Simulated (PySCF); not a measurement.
## Cost of excited-state runs on `C1(S(C)(=O)=O)=CC=C(F)C=C1`, C7H7FO2S

Structure with atom numbers: `[CH3:1][S:2](=[O:3])(=[O:4])[c:5]1[cH:6][cH:7][c:8]([F:9])[cH:10][cH:11]1` (H(Xn): hydrogen on atom n).

PySCF with density fitting, on 1 thread of an Arm Neoverse V2, shared host. Command: `OMP_NUM_THREADS=1 python excited_run.py task.json out`

Task: How long does each of these runs take, and how much memory?
- first hyperpolarisability, CAM-B3LYP/aug-cc-pVDZ; usual settings
- excited states, CAM-B3LYP/aug-cc-pVDZ; Tamm-Dancoff; spin-orbit couplings; 6 states; 5 triplets; quadratic response for 4 states
- excited states, CAM-B3LYP/aug-cc-pVDZ; two-photon moments; 8 states; quadratic response for 6 states; 0 triplets

Result: 
```tsv
run	level	basis functions	wall time	peak memory (GiB)
first hyperpolarisability	CAM-B3LYP/aug-cc-pVDZ	320	110 s	1.5
excited states	CAM-B3LYP/aug-cc-pVDZ	320	110 s	1.5
excited states	CAM-B3LYP/aug-cc-pVDZ	320	2.5 min	1.5
```
Times from a shared host are rough.
